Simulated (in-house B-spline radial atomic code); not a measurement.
**Ionising As18+ with different functionals**

Computed with a B-spline radial code for spherical atoms: scalar-relativistic (spin-free X2C) Hamiltonian, Fermi nucleus of rms radius 4.0968 fm, spin-polarised at highest spin, spherical fractional occupations for the functionals. The ionisation energy is the difference of two self-consistent energies, [Ne] 3s2 3p3 → [Ne] 3s2 3p2, without Breit or QED terms; ε is the level of the shell that loses the electron (its least bound occupied spin orbital). There is no spin-orbit coupling in this Hamiltonian.

Hybrids are left out here: with spherical fractional occupations of an open shell their exact exchange keeps a self-interaction that integer-occupation calculations don't have.

| method | rung | ΔSCF (eV) | -ε(3p) (eV) |
| --- | --- | --- | --- |
| RPBE | GGA | 727.58 | 705.72 |
| BLYP | GGA | ? | ? |
| PW91 | GGA | 727.79 | 705.88 |
| revTPSS | meta-GGA | ? | ? |

(1) What does BLYP give?

(2) What does revTPSS give?

(3) Among the functionals, which spreads more, the ΔSCF values or the orbital energies?

(4) How do they compare with the NIST value?

Answers

(1) ΔSCF 727.50 eV, and -ε(3p) = 705.52 eV.

(2) ΔSCF 727.74 eV, and -ε(3p) = 705.99 eV.

(3) The orbital energies: ΔSCF values span about 0.28 eV and the orbital energies 0.47 eV.

(4) NIST lists 729 eV ± 2.2 (semi-empirical, ground level to ground level). Errors run from -1.40 to -1.11 eV; all lie within about twice that uncertainty, so the table can't rank the methods.
